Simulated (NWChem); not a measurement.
C3H4BrF; SMILES [C@@H]1(Br)C[C@H]1F

Results from NWChem. Pople sets run with spherical d functions. The geometry was optimised at B3LYP/6-31G* (spherical d). Level: M05-2X/6-31G* with COSMO at NWChem's default radii, gas-phase geometry; the question gives the dielectric constant.

**Question.** Predict the results for dielectric constant 46.7. Quantities: electrostatic solvation energy (kcal/mol); dipole in solution (D).

**Answer.** The electrostatic solvation energy (kcal/mol) is -3.9 and the dipole in solution (D) comes out as 1.80.
